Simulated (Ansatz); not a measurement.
Relaxation of Cl2GeH2 (5 atoms, charge 0, multiplicity 1), to a largest force component of 0.03 eV/Å in at most 50 steps.

All numbers below come from Ansatz 0.2.0, RKS B3LYP/def2-SVP.

```xyz
5
Properties=species:S:1:pos:R:3
Ge 0.154 0.000 0.109
H 0.557 0.000 1.578
H 1.674 0.000 -0.001
Cl -0.870 1.756 -0.615
Cl -0.870 -1.756 -0.615
```

Task: Where does it end, and by what steps?

Result: The forces met the threshold. After 4 steps the energy has fallen by 0.768 eV; H3 moved furthest, 0.39 Å.

| step | energy less start (eV) | largest force component (eV/Å) | accepted |
| --- | --- | --- | --- |
| 0 | 0.0000 | 1.779 | yes |
| 1 | -0.5693 | 0.775 | yes |
| 2 | -0.7503 | 0.542 | yes |
| 3 | -0.7670 | 0.134 | yes |
| 4 | -0.7680 | 0.016 | yes |

```xyz
5
Properties=species:S:1:pos:R:3
Ge 0.271 0.000 0.192
H 0.193 0.000 1.724
H 1.689 0.000 -0.393
Cl -0.754 1.768 -0.533
Cl -0.754 -1.768 -0.533
```

Time of the run: 6.4 s on 2 threads of Intel(R) Xeon(R) Platinum 8488C (Sapphire Rapids) (shared host), peak memory 0.18 GiB.
